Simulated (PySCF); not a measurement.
Si(F)(Br)(OH)(OMe) (CH₄BrFO₂Si), SMILES CO[Si](O)(F)Br.

Coordinates come from a B3LYP-D3(BJ)/def2-SVP optimisation. Other conformers were not sampled.

Vertical ionisation energy (IE) and electron affinity (EA) in eV. Rows of orbital energies are one-electron estimates. Where ΔSCF, EOM or ADC give a negative EA the extra electron is unbound and the value depends on the basis.

```json
[
 {"level": "−ε(HOMO), −ε(LUMO), HF/def2-TZVP (PySCF)", "IE": "11.89", "EA": "-3.30"},
 {"level": "−ε(HOMO), −ε(LUMO), PBE/def2-TZVP (PySCF)", "IE": "(withheld)", "EA": "(withheld)"}
]
```

Fill in the missing entries. (Estimate from the structure and the level; the computed values follow.)


- −ε(HOMO), −ε(LUMO), PBE/def2-TZVP (PySCF), IE: 7.26
- −ε(HOMO), −ε(LUMO), PBE/def2-TZVP (PySCF), EA: 0.79
